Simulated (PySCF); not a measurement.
A mixed set of molecules. Theory: TDDFT PBE0/def2-SVPD, vertical, gas phase, core orbitals frozen in the response in PySCF 2.14.0, density-fitted response routines. Geometries: GFN2-xTB; one conformer of each isolated species. Triplets are in the Tamm–Dancoff approximation. Ions are computed without counter-ions or solvent.

Question: Rank by computed lowest singlet excitation energy, highest first.
A. `S([SiH3])[SiH2]N`
B. `C#C[SiH2]c1ccccc1`
C. `C(CC=C)=C`
D. `CO[c+]1scc(F)s1`
E. `N[SiH2]c1ccco1`
F. `CNC(=O)[C@@H](C)C=O`
G. `CC(=S)C1=NOC=C1`

Answer: C (6.51 eV), A (5.87 eV), E (5.66 eV), B (5.41 eV), D (4.41 eV), F (4.20 eV), G (2.22 eV).

```csv
SMILES,S1 (eV),gap (eV),α (au),LUMO (eV),HOMO (eV),S1 mainly
C=CCC=C,6.51,7.27,63.0,-0.14,-7.41,H→L (90%)
N[SiH2]S[SiH3],5.87,7.14,83.4,-0.12,-7.26,H→L (94%)
N[SiH2]c1ccco1,5.66,6.38,82.2,-0.26,-6.64,H→L (85%)
C#C[SiH2]c1ccccc1,5.41,6.74,114.2,-0.71,-7.45,H-1→L (43%)
CO[c+]1scc(F)s1,4.41,5.19,81.2,-7.20,-12.40,H→L (97%)
CNC(=O)[C@@H](C)C=O,4.20,6.09,74.6,-1.47,-7.57,H-2→L (57%)
CC(=S)c1ccon1,2.22,3.87,90.1,-2.88,-6.75,H→L (99%)
```

H and L stand for HOMO and LUMO.

Mean S1 by what the SMILES shows (count): a double or triple bond but no aromatic ring 5.36 eV (2); an aromatic ring 4.43 eV (4).

- `C=CCC=C`: Löwdin shares by element: HOMO carbon 82% or more (atoms not listed hold the other 18%); LUMO carbon 73% or more (atoms not listed hold the other 27%).
- `N[SiH2]S[SiH3]`: Löwdin shares by element: HOMO sulfur 70%, silicon 17%; LUMO silicon 43%, sulfur 20%, hydrogen 8% or more (atoms not listed hold the other 30%).
- `N[SiH2]c1ccco1`: Löwdin shares by element: HOMO carbon 80% (atoms not listed hold the other 20%); LUMO carbon 32% or more, oxygen 14%, silicon 14% (atoms not listed hold the other 39%).
- `C#C[SiH2]c1ccccc1`: Löwdin shares by element: HOMO (one of a set within 0.03 eV) carbon 76% or more (atoms not listed hold the other 24%); LUMO carbon 58% or more (atoms not listed hold the other 42%).
- `CO[c+]1scc(F)s1`: Löwdin shares by element: HOMO carbon 44% or more, sulfur 14% or more, oxygen 14% (atoms not listed hold the other 28%); LUMO sulfur 42%, carbon 35% or more, oxygen 15%.
- `CNC(=O)[C@@H](C)C=O`: Löwdin shares by element: HOMO oxygen 47%, nitrogen 24%, carbon 8% or more (atoms not listed hold the other 22%); LUMO carbon 48% or more, oxygen 30% or more, hydrogen 6% or more (atoms not listed hold the other 16%).
- `CC(=S)c1ccon1`: Löwdin shares by element: HOMO sulfur 76%, carbon 16% or more; LUMO sulfur 36%, carbon 36% or more, nitrogen 13% (atoms not listed hold the other 15%).
